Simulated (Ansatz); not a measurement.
The same path of a periodic cell of 17 atoms, LiBe16 (host Be, host structure hcp, interstitial Li) was run twice with different band settings. Lost on the way: Be3–Li17, Be7–Li17, Be11–Li17, Be15–Li17. Made: Be1–Li17, Be5–Li17, Be9–Li17, Be13–Li17.

The calculation used DFT PBE, scalar-relativistic, plane waves, PAW in Ansatz. Settings: cutoff 420 eV, k mesh 5x5x3, gaussian smearing 0.15 eV, no spin polarisation.

Relaxed end points:

```xyz
17
Lattice="-2.2900 -3.9664 0.0000 3.4350 -1.9832 0.0000 0.0000 0.0000 7.1769" Properties=species:S:1:pos:R:3
Be 0.153 -4.016 0.050
Be 0.249 -2.756 1.818
Be -0.611 -3.731 3.637
Be 0.248 -2.755 5.458
Be -0.953 -2.005 0.050
Be 2.378 -2.641 1.813
Be -2.234 -1.671 3.640
Be 2.378 -2.641 5.463
Be 1.290 -2.007 0.050
Be 1.180 -0.717 1.810
Be 1.462 -1.773 3.638
Be 1.180 -0.715 5.466
Be 0.123 -0.014 0.050
Be 1.408 -4.699 1.823
Be -0.120 0.241 3.639
Be 1.407 -4.699 5.456
Li -0.401 -1.741 3.637
```

```xyz
17
Lattice="-2.2900 -3.9664 0.0000 3.4350 -1.9832 0.0000 0.0000 0.0000 7.1769" Properties=species:S:1:pos:R:3
Be -0.603 -3.739 -0.053
Be 0.247 -2.758 1.771
Be 0.150 -4.017 3.539
Be 0.248 -2.759 5.307
Be -2.229 -1.672 -0.047
Be 2.379 -2.645 1.775
Be -0.953 -2.007 3.540
Be 2.378 -2.644 5.303
Be 1.467 -1.775 -0.051
Be 1.180 -0.718 1.777
Be 1.291 -2.010 3.538
Be 1.178 -0.719 5.297
Be -0.114 0.237 -0.046
Be 1.403 -4.701 1.769
Be 0.122 -0.016 3.539
Be 1.403 -4.702 5.313
Li -0.397 -1.746 7.127
```

Common settings: movable images 3; climbing image yes; force threshold 0.05 eV/Å; end points relaxed.

| run | spring | optimiser | start path | iteration limit | theory |
| --- | --- | --- | --- | --- | --- |
| 1 | 2.0 eV/Å² | lbfgs | IDPP | 42 | DFT PBE, scalar-relativistic, plane waves, PAW cutoff 420 eV, k mesh 5x5x3, gaussian smearing 0.15 eV, no spin polarisation |
| 2 | 5.0 eV/Å² | quadratic models (default) | default | 36 | DFT PBE, scalar-relativistic, plane waves, PAW cutoff 250 eV, k mesh 5x5x3, gaussian smearing 0.15 eV, no spin polarisation |

(1) What does each run give, and how far can it be trusted?

## Answers

(1) Run 1: not converged after 42 iterations, highest image 0.617 eV above the first end. The band didn't meet its force threshold, so its energies are provisional: the largest band force was still 0.12 eV/Å, and over the last iterations the top stayed at 0.62 eV.
Run 2: converged after 15 iterations, highest image 0.611 eV above the first end. The profile has 2 maxima (images 1, 3) with wells between them (image 2): this band takes more than one step, which may be the mechanism or a detour left from its start path. The order of the stationary point at the top wasn't checked. The plane-wave cutoff is below what these datasets need, so energies and pressures aren't converged.
Limits of this set-up: coarse k mesh.
